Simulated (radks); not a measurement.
Results of a calculation; reference values are marked as such.
Species: Te IV. Configuration: [Kr] 4d10 5s2 5p1.

Level of theory: scalar-relativistic Kohn-Sham, PBE, spin-unpolarised, spherical densities, finite nucleus; Fermi nuclear charge, rms radius 4.7423 fm (a radial shooting solver on a logarithmic mesh with Libxc functionals).

Energy parts (eV):
total: -184827.036
kinetic: 193644.648
electron-nucleus: -445589.027
Hartree: 71868.885
exchange-correlation: -4751.542

Orbitals (lengths in bohr, moments of r in powers of bohr; r(max) is where P^2 peaks):
orbital	occ.	eigenvalue (eV)	r(max)	<r^2>
1s	2	-31658.42	0.01794	0.001048
2s	2	-4881.314	0.1014	0.01694
2p	6	-4385.288	0.08123	0.01340
3s	2	-996.3148	0.2926	0.1186
3p	6	-835.0489	0.2863	0.1189
3d	10	-591.1898	0.2379	0.1043
4s	2	-195.2607	0.7009	0.6601
4p	6	-145.2623	0.7378	0.7669
4d	10	-72.3398	0.8100	1.089
5s	2	-42.6917	1.727	4.132
5p	1	-31.6077	1.983	5.591

The highest occupied level is 5p at -31.608 eV. The density falls to 0.001 e/bohr^3 at r = 3.61 bohr. For comparison, the ionisation energy in NIST's Atomic Spectra Database is 37.416 eV (measured). In exact Kohn-Sham theory the highest level is minus the ionisation energy, but local and semilocal functionals leave it too shallow, through self-interaction and a potential that decays too fast; potentials with the right tail come closer. Summed over all electrons, <r^2> = 32.78 bohr^2, which gives a Langevin (diamagnetic) susceptibility term of -26 x 10^-6 cm^3/mol. The electron density at the nucleus is 2.35e+05 e/bohr^3 (large components only).

Beside tabulated values, note that spin-unpolarised runs miss the spin-polarisation part of the exchange energy of open shells.
